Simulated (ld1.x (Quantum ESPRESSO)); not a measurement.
# u(r) = r·R(r): atom against pseudo-atom (germanium (Ge))

Columns: radius, all-electron u(r) and pseudo u(r) of the 3d shell (level -29.31 eV) of germanium in the configuration [Ar] 3d10 4s2 4p2; PBE, scalar-relativistic, RRKJ scheme, ld1.x (Quantum ESPRESSO) 7.5.

```json
{"r (bohr)": "0.115", "all-electron": "0.2211", "pseudo": "0.0640"}
{"r (bohr)": "0.230", "all-electron": "0.6894", "pseudo": "0.4014"}
{"r (bohr)": "0.345", "all-electron": "1.0157", "pseudo": "0.9041"}
{"r (bohr)": "0.460", "all-electron": "1.1437", "pseudo": "1.2333"}
{"r (bohr)": "0.575", "all-electron": "1.1340", "pseudo": "1.2465"}
{"r (bohr)": "0.690", "all-electron": "1.0527", "pseudo": "1.0935"}
{"r (bohr)": "0.805", "all-electron": "0.9424", "pseudo": "0.9454"}
{"r (bohr)": "0.920", "all-electron": "0.8262", "pseudo": "0.8262"}
{"r (bohr)": "1.035", "all-electron": "0.7149", "pseudo": "0.7149"}
{"r (bohr)": "1.150", "all-electron": "0.6137", "pseudo": "0.6137"}
{"r (bohr)": "1.265", "all-electron": "0.5240", "pseudo": "0.5240"}
{"r (bohr)": "1.380", "all-electron": "0.4458", "pseudo": "0.4458"}
{"r (bohr)": "1.495", "all-electron": "0.3786", "pseudo": "0.3786"}
{"r (bohr)": "1.610", "all-electron": "0.3210", "pseudo": "0.3210"}
{"r (bohr)": "1.725", "all-electron": "0.2719", "pseudo": "0.2719"}
{"r (bohr)": "1.840", "all-electron": "0.2301", "pseudo": "0.2301"}
{"r (bohr)": "1.955", "all-electron": "0.1946", "pseudo": "0.1946"}
{"r (bohr)": "2.070", "all-electron": "0.1646", "pseudo": "0.1646"}
{"r (bohr)": "2.185", "all-electron": "0.1391", "pseudo": "0.1391"}
{"r (bohr)": "2.300", "all-electron": "0.1175", "pseudo": "0.1175"}
{"r (bohr)": "2.415", "all-electron": "0.0992", "pseudo": "0.0992"}
{"r (bohr)": "2.530", "all-electron": "0.0838", "pseudo": "0.0838"}
{"r (bohr)": "2.645", "all-electron": "0.0707", "pseudo": "0.0707"}
{"r (bohr)": "2.760", "all-electron": "0.0597", "pseudo": "0.0597"}
{"r (bohr)": "2.875", "all-electron": "0.0503", "pseudo": "0.0503"}
{"r (bohr)": "2.990", "all-electron": "0.0425", "pseudo": "0.0425"}
```

(1) How many radial nodes do the two functions have?

(2) At about which radius was the pseudo-wave matched?

(3) Is the pseudo-wave norm-conserving?

## Answers

(1) The all-electron 3d function has n − l − 1 = 0; the pseudo-wave has 0.

(2) 0.90 bohr, where the columns begin to agree (steps of 0.12 bohr).

(3) Yes: the RRKJ scheme keeps the norm inside the radius equal to the all-electron one, which fixes the energy derivative of the logarithmic derivative at the level.
